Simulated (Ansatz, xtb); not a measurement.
Barrier from R1 to the saddle point P1, each structure at its B3LYP-D3(BJ)/def2-TZVP stationary point, reached from a drawn start; harmonic modes at that level show the others as minima.
R1, NH3 (SMILES N) (charge 0, multiplicity 1):
```xyz
4

N      0.000     0.000     0.279
H      0.943     0.000    -0.093
H     -0.471     0.817    -0.093
H     -0.471    -0.817    -0.093
```
P1, H3N, a first-order saddle point (one imaginary mode, 800i cm⁻¹) (charge 0, multiplicity 1, Z-matrix in Å and degrees):
```
N
H 1 0.9974
H 1 0.9974 2 120.00
H 1 0.9974 2 120.00 3 180.00
```

P less R. No zero-point or thermal terms. No path was followed down from the saddle.

Frozen-core correlation throughout.

The values were computed with Ansatz (a quantum-chemistry and plane-wave program); xtb for the GFN methods. No computed number here is a measurement.

### Question
One of these levels gives 17.6 kJ/mol for the barrier height. Which one is it?
A. CCSD/cc-pVTZ
B. GFN1-xTB
C. HF/cc-pVTZ

### Answer
B, GFN1-xTB. The others give 22.3 (HF/cc-pVTZ), 25.7 (CCSD/cc-pVTZ)
